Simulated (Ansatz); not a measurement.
Species: C$_{2}$H$_{11}$Si$_{3}$ (charge 0, doublet). It need not be the lowest isomer of its formula. SMILES: C[Si](C)([SiH2])[SiH3]
Geometry from a B3LYP-D3(BJ)/def2-TZVP (Ansatz, a program for electronic structure) optimisation:
```xyz
16

C     -1.0257    -1.1340     1.5089
Si    -0.2633    -0.3089    -0.0068
C     -0.7690    -1.2473    -1.5681
Si    -0.9611     1.9209    -0.0843
Si     2.0756    -0.2871     0.1766
H     -2.1161    -1.1164     1.4510
H     -0.7279    -0.6280     2.4282
H     -0.7090    -2.1771     1.5770
H     -0.3437    -0.7890    -2.4619
H     -0.4212    -2.2823    -1.5176
H     -1.8552    -1.2581    -1.6770
H     -0.3463     2.7251    -1.1739
H     -2.4367     2.1202    -0.1174
H      2.6177    -1.6717     0.1701
H      2.6874     0.4488    -0.9588
H      2.5013     0.3683     1.4388
```
Charge 0, spin multiplicity 2.

Parts of the frozen-core correlation energy in 6-31G* (Ansatz, hartree). Frozen orbitals: 17; correlated occupied orbitals by spin: 16 and 15; virtual: 76 and 77. UHF or UKS for open shells. Spin-orbit coupling is left out. Non-relativistic.

```
term                            value
-------------------------  ----------
reference (HF)             -948.86064
MP2 opposite-spin          (withheld)
MP2 same-spin              (withheld)
CCSD correlation           (withheld)
(T)                          -0.01687
T1 diagnostic                   0.013
largest doubles amplitude       0.025
<S^2> of the reference          0.758
```

Problem. Complete the blanks.

Solution. 
- MP2 opposite-spin, value: -0.39013
- MP2 same-spin, value: -0.10306
- CCSD correlation, value: -0.57311
